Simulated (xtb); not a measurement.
BiI$_{2}$, charge +1, singlet, at a GFN2-xTB geometry (such geometries of metal compounds can be far from the true shape); GFN0-xTB (xtb).

Here is a job for xtb.
```
$ xtb mol.xyz --gfn 0 --chrg 1 --etemp 10000 --json

# file mol.xyz
3

Bi     0.86767310     0.43113642     0.27718616
I     -1.00884033     1.16616633    -1.52475723
I     -0.34996849    -1.84134224     1.09067324
```

What the program printed (banner, timings and long lists left out):

```
   ID    Z sym.   atoms
    1   83 Bi     1
    2   53 I      2, 3

           -------------------------------------------------
          |                Calculation Setup                |
           -------------------------------------------------

           -------------------------------------------------
          |                 G F N 0 - x T B                 |
           -------------------------------------------------

          ...................................................
          :                      SETUP                      :
          :.................................................:
          :  # basis functions                  24          :
          :  # atomic orbitals                  22          :
          :  # shells                            8          :
          :  # electrons                        18          :
          :  electronic temp.        10000.0000000     K    :
          :  accuracy                    1.0000000          :
          :  -> integral cutoff          0.2500000E+02      :
          :  -> integral neglect         0.1000000E-07      :
          ...................................................

         :::::::::::::::::::::::::::::::::::::::::::::::::::::
         ::                     SUMMARY                     ::
         :::::::::::::::::::::::::::::::::::::::::::::::::::::
         :: total energy              -7.941127768989 Eh    ::
         :: gradient norm              0.032661311921 Eh/a0 ::
         :: HOMO-LUMO gap              3.171314386263 eV    ::
         ::.................................................::
         :: H0 energy                 -9.414825881941 Eh    ::
         :: repulsion energy           0.011536491905 Eh    ::
         :: electrostat energy         1.462935501803 Eh    ::
         :: -> Gsolv                   0.000000000000 Eh    ::
         ::    -> Gsasa                0.000000000000 Eh    ::
         ::    -> Gshift               0.000000000000 Eh    ::
         :: dispersion energy         -0.000773880755 Eh    ::
         :: short-range corr.          0.000000000000 Eh    ::
         :: add. restraining           0.000000000000 Eh    ::
         :: total charge               1.000000000000 e     ::
         :::::::::::::::::::::::::::::::::::::::::::::::::::::

           -------------------------------------------------
          |                Property Printout                |
           -------------------------------------------------

    * Orbital Energies and Occupations

         #    Occupation            Energy/Eh            Energy/eV
      -------------------------------------------------------------
         1        2.0000           -0.7375259             -20.0691
         2        1.9999           -0.6586249             -17.9221
         3        1.9999           -0.6512633             -17.7218
         4        1.9619           -0.4644152             -12.6374
         5        1.9523           -0.4571552             -12.4398
         6        1.9290           -0.4442142             -12.0877
         7        1.8853           -0.4282704             -11.6538
         8        1.8752           -0.4254379             -11.5768
         9        1.8623           -0.4221151             -11.4863 (HOMO)
        10        0.5088           -0.3055715              -8.3150 (LUMO)
        11        0.0142           -0.1830676              -4.9815
        12        0.0101           -0.1722365              -4.6868
        13        0.0003           -0.0583377              -1.5875
        14        0.0003           -0.0582122              -1.5840
        15        0.0002           -0.0481556              -1.3104
        16        0.0002           -0.0424109              -1.1541
        17        0.0001           -0.0332409              -0.9045
        18        0.0001           -0.0174370              -0.4745
        19        0.0000           -0.0016131              -0.0439
        20        0.0000            0.0784126               2.1337
       ...           ...                  ...                  ...
        22                          0.4641375              12.6298
      -------------------------------------------------------------
                  HL-Gap            0.1165437 Eh            3.1713 eV
             Fermi-level            0.0000000 Eh            0.0000 eV

     #   Z          covCN         q      C6AA      α(0)
     1  83 Bi       1.771     0.789   523.300    44.482
     2  53 I        0.943     0.105   362.802    32.901
     3  53 I        0.943     0.105   362.802    32.901

 Mol. C6AA /au·bohr⁶  :       3709.329189
 Mol. C8AA /au·bohr⁸  :     400781.279720
 Mol. α(0) /au        :        110.285421

Wiberg/Mayer (AO) data.
largest (>0.10) Wiberg bond orders for each atom

 ---------------------------------------------------------------------------
     #   Z sym  total        # sym  WBO       # sym  WBO       # sym  WBO
 ---------------------------------------------------------------------------
     1  83 Bi   1.841 --     3 I    0.921     2 I    0.921
     2  53 I    1.010 --     1 Bi   0.921
     3  53 I    1.010 --     1 Bi   0.921
 ---------------------------------------------------------------------------

Topologies differ in total number of bonds
Writing topology from bond orders to xtbtopo.mol

 dipole moment from electron density (au)
     X       Y       Z
   3.3997   1.6893   1.0861  total (Debye):   10.036

           -------------------------------------------------
          | TOTAL ENERGY               -7.941127768989 Eh   |
          | GRADIENT NORM               0.032661311921 Eh/α |
          | HOMO-LUMO GAP               3.171314386263 eV   |
           -------------------------------------------------

normal termination of xtb
```
